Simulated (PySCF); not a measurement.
## Cl²⁺: ionisation energy

Cl²⁺ [Ne] 3s2 3p3 [3p1/2^2 3p3/2^1, M_J = 3/2] → Cl³⁺ [Ne] 3s2 3p2 [3p1/2^2, M_J = 0], as a difference of total energies. All numbers are calculated (PySCF 2.14, the two-component X2C-1e Hamiltonian, in x2c-SVPall-2c (4s4p1d, 21 functions)). Correlated levels: [Ne] frozen. "Screened" scales the spin-orbit matrix elements by Boettger's factors to mimic the two-electron term; Breit and QED terms are absent.

| method | ionisation energy (eV) |
| --- | --- |
| GHF (spin-free) | 39.015 |
| GMP2 (spin-free) | 39.372 |
| GHF (screened spin-orbit) | 38.950 |
| GMP2 (screened spin-orbit) | 39.308 |

Question: How much does correlation contribute at GMP2 (screened spin-orbit)?

Answer: 39.308 − (38.950) = 0.358 eV, measured against GHF (screened spin-orbit).

Errors of the correlated levels include the incompleteness of this basis and the frozen core.

The labels give the starting determinants; with spin-orbit coupling the two ends relaxed to ⟨J²⟩ = 3.75, ⟨L²⟩ = 0.00, ⟨S²⟩ = 3.75 and ⟨J²⟩ = 1.86, ⟨L²⟩ = 2.00, ⟨S²⟩ = 2.00.

The determinant of Cl³⁺ mixes levels of different J (the jj label is only the starting occupation), so the difference between spin-free and spin-orbit rows is not the physical spin-orbit shift.

For comparison: 39.8 ± 0.11 eV (semi-empirical (NIST evaluation); NIST Atomic Spectra Database, ionization energies).
